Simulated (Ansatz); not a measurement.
The same path of BClH3N + H2O (9 atoms, charge 0, multiplicity 1) was run twice with different band settings. Lost on the way: B1–H2, O7–H9. Made: B1–O7, H2–H9.

Computed with RKS PBE0-D4/6-31G* (Ansatz 0.2.0).

Relaxed end points:

```xyz
9
Properties=species:S:1:pos:R:3
B -0.173 -0.358 -0.109
H -0.255 -0.901 0.949
Cl 1.450 0.108 -0.707
N -1.270 -0.177 -0.934
H -2.204 -0.401 -0.626
H -1.224 0.278 -1.833
O -0.069 1.984 1.535
H 0.596 2.171 0.859
H 0.407 1.426 2.165
```

```xyz
9
Properties=species:S:1:pos:R:3
B -0.077 0.597 -0.657
H 0.005 0.042 3.426
Cl 1.467 0.129 -1.445
N -1.276 0.088 -1.158
H -1.323 -0.537 -1.945
H -2.163 0.327 -0.742
O -0.070 1.439 0.416
H 0.822 1.717 0.652
H -0.126 0.328 2.751
```

Common settings: movable images 5; climbing image yes; spring 5.0 eV/Å²; optimiser quadratic models (default); force threshold 0.03 eV/Å; iteration limit 60; end points relaxed.

| run | start path |
| --- | --- |
| 1 | through a guess of the saddle point |
| 2 | straight line |

Problem. What does each run give, and how far can it be trusted?

Solution. Run 1: converged after 50 iterations, highest image 1.390 eV above the first end. Neighbouring images differ by up to 2.1 eV, so the band resolves the path poorly. A vibrational analysis at the climbing image gives one clearly imaginary mode, 1469i cm⁻¹: a first-order saddle point.
Run 2: converged after 55 iterations, highest image 1.390 eV above the first end. The profile has 2 maxima (images 1, 3) with wells between them (image 2): this band takes more than one step, which may be the mechanism or a detour left from its start path. Neighbouring images differ by up to 2.3 eV, so the band resolves the path poorly. Another band between the same ends (5 images) ends at a top of the same energy, where a vibrational analysis finds 1 clearly imaginary mode.
The orbitals stay closed-shell, which can raise the energy where a bond breaks towards radicals; this wasn't checked here.
